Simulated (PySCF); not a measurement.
H4AlClN2 (SMILES [NH2][Al]([NH2])[Cl]), singlet, at a GFN2-xTB geometry (such geometries of metal compounds can be far from the true shape). Base run: B3LYP/6-31G*, polarisability in PySCF.

Input for PySCF:
```python
from pyscf import gto, scf, dft
from pyscf.prop import polarizability

mol = gto.Mole()
mol.atom = '''
    Al    0.26840658    0.23313033    0.08231766
    Cl   -1.22314147   -1.06238595   -0.37512547
    N     0.35105367    1.80340552   -0.74485811
    H    -0.29354711    2.13460921   -1.44950830
    H     1.05452746    2.50778799   -0.58222700
    N     1.47639802   -0.21613286    1.30531959
    H     2.24998764    0.36242000    1.59568931
    H     1.50098956   -1.08585898    1.81981904
'''
mol.basis = '6-31g*'
mol.verbose = 4
mol.build()

mf = dft.RKS(mol)
mf.xc = 'b3lyp'
mf.kernel()
alpha = mf.Polarizability().polarizability()[2, 2]
print('alpha_zz =', alpha)
```

Each row names what was changed in the base input (with any setting that the change needs).

| change | alpha_zz (bohr³) | basis functions | core-seconds (rough) |
|---|---|---|---|
| base | 37.96 | 72 | 10 |
| finite field (a.u.) = 2e-4; conv_tol = 1e-6 | 29.18 | 72 | 6 |
| functional = pbe | 40.06 | 72 | 10 |
| functional = hf | 32.93 | 72 | 2 |
| finite field (a.u.) = 0.001; conv_tol = 1e-6 | 37.97 | 72 | 10 |
| basis = def2-SVP | 37.41 | 84 | 20 |
| functional = pbe0 | 37.44 | 72 | 10 |
| basis = cc-pVDZ | (withheld) | 84 | 20 |
| finite field (a.u.) = 0.001; conv_tol = 1e-11 | 37.96 | 72 | 10 |
| basis = def2-SVPD | 52.61 | 123 | 30 |
| functional = lda,vwn | (withheld) | 72 | 8 |
| basis = STO-3G | 15.76 | 32 | 6 |

Problem. What belongs in the gaps?

Solution. 
- basis = cc-pVDZ, alpha_zz (bohr³): 39.74
- functional = lda,vwn, alpha_zz (bohr³): 40.17

Finite-field rows take the second difference of the energy in a field along z; a small field with loose convergence shows SCF noise divided by the square of the field, and a large one adds hyperpolarisability.
